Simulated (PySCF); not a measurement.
How methods differ on the ionisation energy of Pd³⁷⁺

Pd³⁷⁺ [He] 2s2 2p5 [2p1/2^2 2p3/2^3, M_J = 3/2] → Pd³⁸⁺ [He] 2s2 2p4 [2p1/2^2 2p3/2^2, M_J = 2], as a difference of total energies. All numbers are calculated (PySCF 2.14, the two-component X2C-1e Hamiltonian, in an even-tempered Gaussian basis (17 s from 17 bohr⁻², ratio 2.4; 12 p from 21 bohr⁻², ratio 2.4; 5 d from 80 bohr⁻², ratio 2.6; 4 f from 120 bohr⁻², ratio 2.6)). Correlated levels: nothing frozen; the 32 highest virtual spinors dropped. "Screened" scales the spin-orbit matrix elements by Boettger's factors to mimic the two-electron term; Breit and QED terms are absent.

```csv
method,ionisation energy (eV)
GHF (spin-free),5519.7
GMP2 (spin-free),5521.3
GHF (screened spin-orbit),5472.2
GMP2 (screened spin-orbit),5473.7
```

For this ion Breit and QED terms and the two-electron picture change, all absent here, outweigh the correlation shift from GHF to GMP2.

The spin-free rows relax to the high-spin LS determinant and lack the spin-orbit shift.

The labels give the starting determinants; with spin-orbit coupling the two ends relaxed to ⟨J²⟩ = 3.75, ⟨L²⟩ = 2.00, ⟨S²⟩ = 0.75 and ⟨J²⟩ = 6.00, ⟨L²⟩ = 3.10, ⟨S²⟩ = 1.45.

For comparison: 5475 ± 9 eV (semi-empirical (NIST evaluation); NIST Atomic Spectra Database, ionization energies).
